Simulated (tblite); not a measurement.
C8H6N (charge +1).
Bonds: N1–C2 (triple), C2–C3, C3–C4 (aromatic), C4–C5 (aromatic), C5–C6 (aromatic), C6–C7 (aromatic), C7–C8 (aromatic), C8–C9 (aromatic), C3–C9 (aromatic). Hydrogens: H10 on C4; H11 on C5; H12 on C6; H13 on C7; H14 on C8; H15 on C9.

Computed geometry: GFN2-xTB, gas phase.

Task: What internal coordinates does the optimisation give?

Result: 
```
          bond  length (pm)
         N1≡C2        114.3
         C2–C3        142.8
  C3–C4, C3–C9        140.1
  C4–C5, C8–C9        138.7
  C5–C6, C7–C8        139.4
         C6–C7        139.0
C4–H10, C9–H15        108.6
C5–H11, C8–H14        108.4
C6–H12, C7–H13        108.4
```

Bonds in one row agree within 1 pm and their mean is given. A selection of angles:
```
    angle  degrees
 N1–C2–C3    179.9
 C2–C3–C4    115.7
 C4–C3–C9    128.7
 C3–C4–C5    128.3
C3–C4–H10    115.3
C5–C4–H10    116.4
 C4–C5–C6    128.7
C4–C5–H11    115.5
C6–C5–H11    115.7
 C5–C6–C7    128.6
C5–C6–H12    115.5
C7–C6–H12    115.8
```

C4 (aromatic CH carbon) is planar (angles 128.3°, 116.4° and 115.3°, sum 360.0°, 0.00 Å off the plane of its three neighbours). The 9 heavy atoms lie in one plane (0.000 Å rms). C3 (substituted aromatic carbon) is planar (angles 128.7°, 115.7° and 115.6°, sum 360.0°, 0.00 Å off the plane of its three neighbours). C6 (aromatic CH carbon) is planar (angles 128.6°, 115.8° and 115.5°, sum 360.0°, 0.00 Å off the plane of its three neighbours). The 7-membered ring C3–C4–C5–C6–C7–C8–C9 has internal angles of 128.3° to 128.7°; it is planar, 0.00 Å rms from its mean plane, widest ring torsion 0°. The C–C distances run from 1.387 Å (C8–C9, aromatic) to 1.428 Å (C2–C3, drawn single), a spread of 0.041 Å. C5 (aromatic CH carbon) is planar (angles 128.7°, 115.7° and 115.5°, sum 360.0°, 0.00 Å off the plane of its three neighbours).

Point group: C2v (every atom within 0.08 Å of its image). Its GFN2-xTB frequencies are all real (lowest 81 cm⁻¹).
